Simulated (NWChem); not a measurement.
C2H2F, doublet; SMILES [CH]=CF

```xyz
5

C      0.1782     1.2541     0.0000
C     -0.4311     0.0920     0.0000
F      0.2080    -1.0838     0.0000
H      1.1666     1.7045     0.0000
H     -1.5209    -0.0258     0.0000
```
Atoms are numbered in this order, from 1.

Results from NWChem. Spin-unrestricted. In the optimisation the excess spin sits in a' (Cs, its own frame). The geometry was optimised at PBE0/def2-SVP, spin-unrestricted. No stability test was run on the SCF state. Vertical excitations in the gas phase; the lowest state need not have the same character in each row. Excited states of an open shell can be spin-contaminated.

Task: Order these by “lowest excitation (eV)”, lowest first: LDA (Slater exchange, VWN5)/def2-SVP, TDA; B3LYP/def2-SVP, TDA; LRC-wPBEh/def2-SVP, TDA.

Result: LDA (Slater exchange, VWN5)/def2-SVP, TDA (2.08), B3LYP/def2-SVP, TDA (2.34), LRC-wPBEh/def2-SVP, TDA (2.56)
